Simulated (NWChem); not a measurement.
System meant: VN2H3F2; SMILES [V]([NH2])([F])(=[NH])[F]

Here is an NWChem input.

```
start job
memory heap 200 mb stack 900 mb global 1100 mb
geometry units angstroms noautoz
  V     -0.040499    -0.000013    -0.051947
  N      0.438224    -0.000199    -1.597552
  H      0.553921    -0.000581    -2.618797
  F     -0.974106    -1.426325     0.324568
  F     -0.977796     1.424270     0.323077
  N      1.524530     0.002499     0.871944
  H      2.474892     0.003564     0.494792
  H      1.516521     0.003044     1.900093
end
basis spherical
  * library def2-svp
end
dft
  odft
  mult 2
  xc pbe0
  iterations 150
  mulliken
end
task dft energy
```

End of the output:

```
                                 NWChem DFT Module
                                 -----------------

 Summary of "ao basis" -> "ao basis" (spherical)
 ------------------------------------------------------------------------------
       Tag                 Description            Shells   Functions and Types
 ---------------- ------------------------------  ------  ---------------------
 V                          def2-svp                11       31   5s3p2d1f
 N                          def2-svp                 6       14   3s2p1d
 H                          def2-svp                 3        5   2s1p
 F                          def2-svp                 6       14   3s2p1d

 Summary of "ao basis" -> "ao basis" (spherical)
 ------------------------------------------------------------------------------
       Tag                 Description            Shells   Functions and Types
 ---------------- ------------------------------  ------  ---------------------
 V                          def2-svp                11       31   5s3p2d1f
 N                          def2-svp                 6       14   3s2p1d
 H                          def2-svp                 3        5   2s1p
 F                          def2-svp                 6       14   3s2p1d

      Symmetry analysis of basis
      --------------------------

        a'         67
        a"         35

  number of electrons :                   58
  multiplicity        :                    2
 ------------------------------------------------------------------------
  no. of electrons and multiplicity not compatible                  58
 ------------------------------------------------------------------------
 ------------------------------------------------------------------------
  current input line :
    23: task dft energy
 ------------------------------------------------------------------------
 ------------------------------------------------------------------------
 There is an error in the input file
 ------------------------------------------------------------------------
 For more information see the NWChem manual at https://nwchemgit.github.io

0: no. of electrons and multiplicity not compatible:Received an Error in Communication
```

Q: What is wrong, and how is it mended?

A: The program refused the input. Cause: the multiplicity doesn't fit the number of electrons (an even count wants an odd multiplicity, and the reverse). This input runs:
```
start job
memory heap 200 mb stack 900 mb global 1100 mb
geometry units angstroms noautoz
  V     -0.040499    -0.000013    -0.051947
  N      0.438224    -0.000199    -1.597552
  H      0.553921    -0.000581    -2.618797
  F     -0.974106    -1.426325     0.324568
  F     -0.977796     1.424270     0.323077
  N      1.524530     0.002499     0.871944
  H      2.474892     0.003564     0.494792
  H      1.516521     0.003044     1.900093
end
basis spherical
  * library def2-svp
end
dft
  xc pbe0
  iterations 150
  mulliken
end
task dft energy
```
It converges to -1254.23489 Ha (PBE0/def2-SVP).
